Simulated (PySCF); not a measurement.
A calculated (r2SCAN, PySCF 2.14, def2-SVP, no relativity, point nucleus) atom or ion has these occupied shells.

| shell | electrons | orbital energy (eV) | rms radius, mean of both spins (bohr) |
| --- | --- | --- | --- |
| 1s α | 1 | -690.48 | 0.205 |
| 1s β | 1 | -688.19 | 0.205 |
| 2s α | 1 | -50.551 | 1.07 |
| 2s β | 1 | -44.494 | 1.07 |
| 2p α | 3 | -31.056 | 1.11 |
| 2p β | 1 | -27.183 | 1.11 |

Question: Name the element and its charge.

Answer: F⁺ (fluorine, charge +1), in [He] 2s2 2p4, high-spin 3P determinant.
